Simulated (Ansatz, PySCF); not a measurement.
Species: iminoborane, sum formula BNH2, net charge 0, singlet state. 
Structure (B3LYP-D3(BJ)/def2-TZVP (Ansatz, a first-principles code) minimum search):
SMILES: N=B
```xyz
4

B      0.0000     0.0000    -0.6920
N      0.0000     0.0000     0.5409
H      0.0000     0.0000    -1.8589
H      0.0000     0.0000     1.5327
```
Charge 0, spin multiplicity 1.

Property: atomisation energy (electronic, to ground-state atoms); the coupled-cluster value holds the core correlation from cc-pwCVTZ, in kJ/mol. Valence correlation only, unless marked. Open shells are spin-unrestricted. No spin-orbit coupling. No relativistic terms. CBS marks a two-point X^-3 extrapolation of the correlation energy; Hartree-Fock from the larger set.

Level to compare with: CCSD(T)/CBS(aug-cc-pVTZ,aug-cc-pVQZ) plus the core term (Ansatz), 1484.3 kJ/mol. It is a level with limits of its own, and the differences hold the functionals' basis error too.

Problem. Rank these functionals by how close they come to CCSD(T)/CBS(aug-cc-pVTZ,aug-cc-pVQZ), closest first: BP86/def2-TZVPD (PySCF); BHLYP/def2-TZVPD (Ansatz); r2SCAN0/def2-TZVPD (Ansatz).

Solution. r2SCAN0/def2-TZVPD (hybrid meta-GGA, 1445.3 kJ/mol, difference -39.0), BHLYP/def2-TZVPD (global hybrid, 1437.1 kJ/mol, difference -47.2), BP86/def2-TZVPD (GGA, 1542.6 kJ/mol, difference 58.3)
